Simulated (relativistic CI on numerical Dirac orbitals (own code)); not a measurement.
## S11+: sensitivity of the levels to the model

Base calculation: Dirac-Coulomb-Breit CI, KLI orbitals optimised for each configuration, model QED (radiative potential, 1s self-energy scaled to tabulated hydrogen-like ionisation energies), unscaled Slater integrals.

CI space (outside the closed core 1s2): 2s²2p, 2s2p², 2p³, 2p²3s, 2p²3p, 2p²3d, 2s²3s, 2s²3p, 2s²3d, 2s2p3s, 2s2p3p, 2s2p3d, 2s²4s, 2s²4p, 2s²4d, 2s²4f. Levels of other configurations are missing.

Variants: (1) only the first 3 configurations. Shifts of the energy above 2s²2p ²P°1/2, in cm⁻¹, for the lowest level and the first level of each name with at least 55 % of one term (blank where a level changes its place among those of its configuration and J or its character, or is not in the variant):

```csv
Level,Base,Δ(1)
2s²2p ²P°1/2,0,0
2s²2p ²P°3/2,13066,+24
2s2p² ⁴P1/2,190136,-2076
2s2p² ⁴P3/2,194892,-2071
2s2p² ⁴P5/2,201563,-2053
2s2p² ²D3/2,351334,+1358
2s2p² ²D5/2,351549,+1339
2s2p² ²S1/2,446313,-1307
2s2p² ²P1/2,474226,+3359
2s2p² ²P3/2,481095,+3676
2p³ ⁴S°3/2,610525,-2536
2p³ ²D°3/2,698356,+1486
2p³ ²D°5/2,698811,+1485
2p³ ²P°1/2,785914,+686
2p³ ²P°3/2,787599,+706
2s²3s ²S1/2,2550380,
2s²3p ²P°1/2,2648411,
2s²3p ²P°3/2,2651995,
2s²3d ²D3/2,2744091,
2s²3d ²D5/2,2745038,
2s2p3s ⁴P°1/2,2752347,
2s2p3s ⁴P°3/2,2756553,
```

At this charge energies of transitions that change n are usually good to better than 1 %, and those within a shell (Δn = 0) to a few per cent.

Ionisation energy from the two ground configurations alone: base 565.035 eV. The NIST ASD value (semi-empirical) is 564.41 eV.
